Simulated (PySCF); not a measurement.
Dipole moment and polarisability of `CNC[C@@H]1C[C@H]1C`

Species: C₆H₁₃N.
Cartesian coordinates in Å at the GFN2-xTB level; atoms count from 1:
```
atom  x, y, z in Å
C1    -3.076    0.279    0.101
N2    -1.663    0.394   -0.183
C3    -0.891   -0.741    0.294
C4     0.560   -0.582   -0.084
C5     1.639   -1.112    0.815
C6     1.430    0.367    0.687
C7     2.448    1.218   -0.027
H8    -3.593    1.143   -0.310
H9    -3.535   -0.636   -0.307
H10   -3.212    0.274    1.183
H11   -1.519    0.500   -1.184
H12   -1.277   -1.702   -0.098
H13   -0.990   -0.766    1.384
H14    0.740   -0.650   -1.152
H15    1.344   -1.599    1.732
H16    2.515   -1.546    0.356
H17    0.958    0.864    1.525
H18    1.983    2.127   -0.405
H19    2.883    0.677   -0.864
H20    3.251    1.502    0.653
```

Level: PBE0/def2-SVPD (PySCF), static field, nuclei fixed, core orbitals frozen in the response. The polarisability tensor in these axes (au):

```
x   94.19  1.98  2.23
y    1.98 78.64 -2.44
z    2.23 -2.44 70.43
```

Question: Diagonalise the tensor; give its mean and Δα, where Δα² is half the sum of the squared differences of the eigenvalues.

Answer: Principal values 69.47, 79.20 and 94.59 au; mean 81.08 au = 12.02 Å³ = 13.37 × 10⁻⁴⁰ C²·m²/J; Δα = 21.94 au (27 % of the mean).

Question: What is the dipole moment, and where does it point?

Answer: (-0.25, -0.51, -0.57) D, 0.80 D in size, pointing from the negative to the positive side. Measured along this direction, the outermost atoms are H20 at the negative end and H9 at the positive end.

Question: Give the principal axes and the span of the nuclei along them.

Answer: Largest value along (0.99, 0.11, 0.08), where the nuclei span 7.04 Å; middle along (-0.08, 0.95, -0.29), 4.12 Å; least along (-0.11, 0.28, 0.95), 2.95 Å. The response follows the extents in order.

Question: Form Σ f/ω² (atomic units) for the 6 lowest TDDFT singlets, given as eV and f, and set it beside the mean polarisability, which is this sum over all singlets: 5.92, 0.0052; 6.46, 0.0099; 6.72, 0.0044; 6.91, 0.0514; 7.17, 0.0145; 7.57, 0.0048.

Answer: They add up to 1.43 au, 1.8 % of the 81.08 au; the largest single term is 0.80 au, from the state at 6.91 eV. Terms in order: 0.11, 0.18, 0.07, 0.80, 0.21, 0.06 au. Higher excitations give the rest. The strengths listed sum to 0.090.

Question: What depolarisation ratio follows for Rayleigh scattering of linearly polarised light, taking the static tensor?

Answer: ρ = 3Δα²/(45ᾱ² + 4Δα²) = 1443.7/(295850 + 1924.9) = 0.00485.

The structure is a single GFN2-xTB conformer in the gas phase; no vibrational or solvent corrections.
